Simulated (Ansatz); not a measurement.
Geometry optimisation, RKS BLYP-D4/def2-SVP in Ansatz 0.2.0.

The input (input.yaml):

```yaml
crystal:
  periodic: [false, false, false]
  atoms:
    - { symbol: Al, position_ang: [0.252182, 0.589868, -0.406252] }
    - { symbol: O, position_ang: [-0.059603, -0.222094, 2.424981] }
    - { symbol: H, position_ang: [-1.035261, -0.287418, 2.480587] }
    - { symbol: Cl, position_ang: [1.955294, -0.455667, -1.073358] }
    - { symbol: Cl, position_ang: [-1.720675, 0.059594, -0.948419] }
    - { symbol: "N", position_ang: [0.455116, 2.167678, 0.582992] }
    - { symbol: H, position_ang: [1.36959, 2.622239, 0.671839] }
    - { symbol: H, position_ang: [-0.278902, 2.883587, 0.560647] }
    - { symbol: H, position_ang: [0.08926, 0.756914, 2.306285] }
basis:
  gaussian: { orbitals: def2-SVP }
hamiltonian:
  xc: blyp
  dispersion: d4
relax:
  f_tol: 0.03
  max_steps: 50
```

Launched with:

```bash
$ ansatz run input.yaml --threads 2 --pin off --max-ram 3072MiB --backend cpu --events-out ev --progress --plain --runs-dir out
```

Q: Where does it end, and by what steps?

A: The forces met the threshold. After 8 steps the energy has fallen by 0.731 eV; O2 moved furthest, 0.53 Å. Joined: Al1–O2 (2.96 → 1.99 Å).

```json
{"step": "0", "energy less start (eV)": "0.0000", "largest force component (eV/Å)": "1.283", "accepted": "yes"}
{"step": "1", "energy less start (eV)": "-0.2114", "largest force component (eV/Å)": "1.046", "accepted": "yes"}
{"step": "2", "energy less start (eV)": "-0.4886", "largest force component (eV/Å)": "1.112", "accepted": "yes"}
{"step": "3", "energy less start (eV)": "-0.6347", "largest force component (eV/Å)": "1.280", "accepted": "yes"}
{"step": "4", "energy less start (eV)": "-0.7124", "largest force component (eV/Å)": "0.426", "accepted": "yes"}
{"step": "5", "energy less start (eV)": "-0.7256", "largest force component (eV/Å)": "0.172", "accepted": "yes"}
{"step": "6", "energy less start (eV)": "-0.7281", "largest force component (eV/Å)": "0.182", "accepted": "yes"}
{"step": "7", "energy less start (eV)": "-0.7303", "largest force component (eV/Å)": "0.038", "accepted": "yes"}
{"step": "8", "energy less start (eV)": "-0.7305", "largest force component (eV/Å)": "0.022", "accepted": "yes"}
```

```xyz
9
Properties=species:S:1:pos:R:3
Al 0.192 0.488 0.022
O 0.015 -0.100 1.913
H -0.882 -0.408 2.162
Cl 1.864 -0.526 -0.813
Cl -1.771 0.079 -0.733
N 0.433 2.175 0.724
H 1.360 2.615 0.682
H -0.262 2.900 0.511
H 0.079 0.892 2.131
```

Whether the end is a true minimum wasn't checked by a vibrational analysis.

Run time: 14 s on 2 threads of Intel(R) Xeon(R) Platinum 8488C (Sapphire Rapids), on a shared host, peak memory 0.17 GiB.
